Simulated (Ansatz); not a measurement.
`C[Si](C)(F)Cl` + H₂ → `C[SiH](F)Cl` + CH₄ at 700 K and 1 bar (hydrogenolysis of the Si–C bond).

Calculated with Ansatz (gas phase, PBE0-D4/def2-TZVP geometries, no zero-point term in ΔE). CBS: MP2 limit from def2 TZ/QZ plus the TZ coupled-cluster correction, frozen cores. This one scheme is used for every species.

```
        species  CCSD(T)/CBS energy (Eh)  H − E (kJ/mol)  S (J/(mol·K))
`C[Si](C)(F)Cl`               -928.52649           288.6          477.8
             H₂                 -1.17544            46.8          155.3
  `C[SiH](F)Cl`               -889.24457           194.0          410.2
            CH₄                -40.46206           145.9          224.0
```

H − E and S are ideal-gas, rigid-rotor, harmonic terms from PBE0-D4/def2-TZVP, for one conformer and one mirror image of each species. For small species the MP2-based limit differs from directly extrapolated CCSD(T) by up to some mEh (0.8 for H₂); such offsets cancel only in part. 1 Eh = 2625.50 kJ/mol, R = 8.31446 J/(mol·K).

Task: By hand: ΔE, ΔH, ΔS and ΔG.

Result: ΔE = (-889.24457) + (-40.46206) − (-928.52649) − (-1.17544) = -0.00470 Eh = -12.3 kJ/mol. Δ(H − E) = 194.0 + 145.9 − 288.6 − 46.8 = 4.5, so ΔH = -7.8 kJ/mol. ΔS = 410.2 + 224.0 − 477.8 − 155.3 = 1.1 J/(mol·K). ΔG = -7.8 − 700 × (1.1)/1000 = -8.6 kJ/mol.

Task: By hand: the equilibrium constant, and the temperature at which ΔG would vanish if ΔH and ΔS stayed fixed.

Result: log₁₀ K = −ΔG/(RT ln 10) = 0.6. ΔH and −TΔS have one sign here, so there is no such temperature. One of them is within its doubt of zero, so this could turn.

The number of gas molecules stays the same, so ΔS is small and ΔH decides. A doubt of 5 kJ/mol in ΔE shifts log₁₀ K by 0.4 here. Other conformers and mirror images would add mixing entropy, several J/(mol·K) or more a flexible species. These are equilibria of isolated gas molecules and say nothing of rates. Largest T1 diagnostic: 0.010 (customary marks: 0.02 for closed shells, 0.045 for open ones).
